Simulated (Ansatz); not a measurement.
`C#CB(F)F` + `CBF` → `C#CB(C)F` + `FBF` at 700 K and 1 bar (formal exchange of groups at a C–B bond).

Computed with Ansatz on PBE0-D4/def2-TZVP structures; ΔE is electronic, products minus reactants. CCSD(T)/CBS adds triple-zeta CCSD(T) − MP2 to the extrapolated MP2 energy (def2 sets, frozen cores). This one scheme is used for every species.

```json
{"species": "`C#CB(F)F`", "CCSD(T)/CBS energy (Eh)": "-301.15247", "H − E (kJ/mol)": "127.9", "S (J/(mol·K))": "369.6"}
{"species": "`CBF`", "CCSD(T)/CBS energy (Eh)": "-165.10297", "H − E (kJ/mol)": "181.4", "S (J/(mol·K))": "343.0"}
{"species": "`C#CB(C)F`", "CCSD(T)/CBS energy (Eh)": "-241.16581", "H − E (kJ/mol)": "230.4", "S (J/(mol·K))": "428.6"}
{"species": "`FBF`", "CCSD(T)/CBS energy (Eh)": "-225.09427", "H − E (kJ/mol)": "79.5", "S (J/(mol·K))": "289.3"}
```

H − E and S are ideal-gas, rigid-rotor, harmonic terms from PBE0-D4/def2-TZVP, for one conformer and one mirror image of each species. 1 Eh = 2625.50 kJ/mol, R = 8.31446 J/(mol·K).

Task: By hand: ΔE, ΔH, ΔS and ΔG.

Result: ΔE = (-241.16581) + (-225.09427) − (-301.15247) − (-165.10297) = -0.00464 Eh = -12.2 kJ/mol. Δ(H − E) = 230.4 + 79.5 − 127.9 − 181.4 = 0.6, so ΔH = -11.6 kJ/mol. ΔS = 428.6 + 289.3 − 369.6 − 343.0 = 5.3 J/(mol·K). ΔG = -11.6 − 700 × (5.3)/1000 = -15.3 kJ/mol.

Task: By hand: the equilibrium constant, and the temperature at which ΔG would vanish if ΔH and ΔS stayed fixed.

Result: log₁₀ K = −ΔG/(RT ln 10) = 1.1. ΔH and −TΔS have one sign here, so there is no such temperature.

The number of gas molecules stays the same, so ΔS is small and ΔH decides. A doubt of 5 kJ/mol in ΔE shifts log₁₀ K by 0.4 here. Other conformers and mirror images would add mixing entropy, several J/(mol·K) or more a flexible species. Modes under 60 cm⁻¹, often nearly free rotors, make the harmonic entropy too high. These are equilibria of isolated gas molecules and say nothing of rates. Largest T1 diagnostic: 0.014 (customary marks: 0.02 for closed shells, 0.045 for open ones).

ΔS is within the doubt of such terms, so its sign, and with it that verdict, could turn.
